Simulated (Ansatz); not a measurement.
Input file for Ansatz (a quantum-chemistry and plane-wave program): R-r2SCAN/def2-TZVPP on C6H16O4Si (SMILES CCO[Si](O)(OCC)OCC).

Ansatz 0.2 input:
```yaml
crystal:
  periodic: [false, false, false]
  atoms:
    - {symbol: O, position_ang: [-0.01093775, -1.84908517, -1.64704027]}
    - {symbol: Si, position_ang: [-0.09963102, -0.51944719, -0.67062352]}
    - {symbol: O, position_ang: [0.02151966, 0.79882868, -1.65118476]}
    - {symbol: C, position_ang: [-0.21831080, 2.13774350, -1.23820350]}
    - {symbol: C, position_ang: [-0.25964569, 3.03852213, -2.45732663]}
    - {symbol: O, position_ang: [1.09678915, -0.66450585, 0.45221908]}
    - {symbol: C, position_ang: [2.44333133, -1.02568206, 0.18122306]}
    - {symbol: C, position_ang: [3.07865762, -1.58540662, 1.43966491]}
    - {symbol: O, position_ang: [-1.50503058, -0.36202158, 0.17060936]}
    - {symbol: C, position_ang: [-1.87281353, -1.11583245, 1.31693847]}
    - {symbol: C, position_ang: [-3.00776214, -0.41329207, 2.03707999]}
    - {symbol: H, position_ang: [-0.38270615, -1.74434995, -2.53033184]}
    - {symbol: H, position_ang: [-1.17012236, 2.19182644, -0.68047756]}
    - {symbol: H, position_ang: [0.58287592, 2.46236924, -0.54784594]}
    - {symbol: H, position_ang: [0.69144395, 2.98536155, -3.00971312]}
    - {symbol: H, position_ang: [-1.06796161, 2.72830888, -3.13773317]}
    - {symbol: H, position_ang: [-0.43435623, 4.08516116, -2.16135053]}
    - {symbol: H, position_ang: [2.47820657, -1.77079089, -0.63349117]}
    - {symbol: H, position_ang: [2.99886306, -0.13433575, -0.16545742]}
    - {symbol: H, position_ang: [3.03909582, -0.84500611, 2.25379566]}
    - {symbol: H, position_ang: [4.13260946, -1.85023709, 1.25855576]}
    - {symbol: H, position_ang: [2.54333028, -2.48848489, 1.77182360]}
    - {symbol: H, position_ang: [-1.00120685, -1.23243721, 1.98507539]}
    - {symbol: H, position_ang: [-2.18555836, -2.13026140, 1.00593921]}
    - {symbol: H, position_ang: [-3.32321445, -0.99028898, 2.92097890]}
    - {symbol: H, position_ang: [-2.69234485, 0.58854086, 2.36803352]}
    - {symbol: H, position_ang: [-3.87492044, -0.29539719, 1.36874254]}
basis:
  gaussian:
    orbitals: def2-TZVPP
hamiltonian:
  xc: {name: r2SCAN}
scf: {lower_state_search: off}
```

The log:

```
WARN ansatz: RAYON_NUM_THREADS=8 ignored (pool sized by the plan → 8); use --threads N
Functional definition: r2SCAN
these checks for a lower state are left out or cut short: stability, starts, cluster_reference, orbital_swaps, neighbouring_geometries, increment
integrals: 1.30 GiB planned
2916 factors; their error is unknown
mean field: 7.15 GiB planned
mean field evaluation 1: about -22522.2413 eV, gradient 1.2e2 eV
mean field evaluation 2: about -22487.0549 eV, gradient 1.8e2 eV
mean field evaluation 4: about -22551.9512 eV, gradient 9.7e0 eV
mean field evaluation 8: about -22552.1468 eV, gradient 4.2e-1 eV
mean field evaluation 16: about -22552.0594 eV, gradient 1.2e-3 eV
mean field -22552.05935525 eV, -828.7728949707 hartree, gradient 9.0e-6 eV, S^2 0.000000; 0 other end points of the search recorded, 0 dependent functions left out
reference -22552.05937574 eV, -828.7728957236 hartree; 49, 49 occupied and 527, 527 virtual orbitals, 2916 factors
Total energy: -22552.05937574 eV, -828.7728957236 hartree
Checks for a lower state left out: stability, starts, cluster_reference, orbital_swaps, neighbouring_geometries, increment
```

The run converged.

Cost: very roughly 50 core-seconds.
